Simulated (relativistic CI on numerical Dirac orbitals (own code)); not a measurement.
**Mn4+ in a cubic cluster: 1s photoemission with charge transfer**

Computed with a charge-transfer multiplet model of a cubic metal-ligand cluster with up to 2 ligand holes, Slater and spin-orbit integrals from Dirac-Coulomb-Breit ions, Slater integrals scaled by 0.7. The ground state mixes d3 with configurations of k ligand holes L, whose averages lie at kΔ + k(k − 1)U_dd/2; a core hole lowers each added d electron by U_cd. 20 K, Lorentzian 1.1 eV and Gaussian 0.6 eV FWHM.

Atomic integrals in eV (Slater integrals scaled, ζ unscaled), ground: F2dd 8.643, F4dd 5.438, zeta_d 0.050; with the core hole: F2dd 9.767, F4dd 6.168, zeta_d 0.073, G2cd 0.054.

Cluster parameters (eV): Δ = 1.7, U_dd = 5, U_cd = 6.2, 10Dq(ligand) = 0.1, V(eg) = 2.6, V(t2g) = -1.16, final-state hopping factor = 0.8.

| Case | n_d | d3 | d4L | d5L2 | S |
| --- | --- | --- | --- | --- | --- |
| 10Dq = -0.2 eV | 3.78 | 0.35 | 0.53 | 0.13 | 1.50 |
| 10Dq = 0.4 eV | 3.75 | 0.37 | 0.52 | 0.12 | 1.50 |
| 10Dq = 1.3 eV | 3.71 | 0.40 | 0.50 | 0.11 | 1.50 |

Weights, n_d and S are thermal averages at 20 K. Binding energies count from the first peak over 30 % of the highest in each spectrum, which can be another peak from case to case. The parameters are a model scan and need not match a compound or its usual spin state. A negative ionic 10Dq is a model choice; hopping adds the covalent part of the field. Peaks in eV (height, largest 100):
- 10Dq = -0.2 eV: 0.0 (100), 3.5 (17), 10.4 (10)
- 10Dq = 0.4 eV: 0.0 (100), 3.5 (15), 9.5 (8), 10.4 (9)
- 10Dq = 1.3 eV: 0.0 (100), 3.1 (10), 4.2 (8), 9.4 (10)

For the case 10Dq = 0.4 eV, Δ = 1.7 eV is smaller than U_dd = 5 eV, the charge-transfer side of the Zaanen-Sawatzky-Allen scheme. With the core hole the average of the configuration with one ligand hole lies at Δ − U_cd = -4.5 eV before mixing: the effective hopping of about 4.1 eV (from the holes of the mixed ground state) is comparable with this gap or larger, so the configurations mix strongly.

With at most 2 ligand holes the space is cut while the next configuration still counts, so covalency is underestimated, and a final configuration with one more ligand hole, which can lie low, is missing from the spectra.
